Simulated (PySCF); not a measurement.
# Ta²⁺ (tantalum, charge +2) across methods

[Xe] 4f14 5d3, high-spin 4F determinant. Calculation: PySCF 2.14, in ANO-RCC-VTZP (8s7p5d3f2g1h, 104 functions); the spin-free X2C one-electron Hamiltonian (Gaussian nucleus).

```
method   E (hartree)  mean ε 4f α (eV)  mean ε 4f β (eV)  mean ε 5d α (eV)  Σ⟨r²⟩ (bohr²)   ⟨S²⟩
   PBE     -15603.92           -40.141           -39.870           -19.402          41.54  3.751
   UHF  -15598.73324           -55.621           -55.354           -24.127          40.89  3.756
  PBE0     -15603.69           -44.216           -43.931           -20.733          41.21  3.752
   LDA     -15593.73           -40.563           -40.268           -19.469          41.58  3.751
r2SCAN     -15603.99           -40.322           -40.005           -19.665          41.13  3.753
```

Spin-orbit coupling, absent here, splits the open shell strongly.
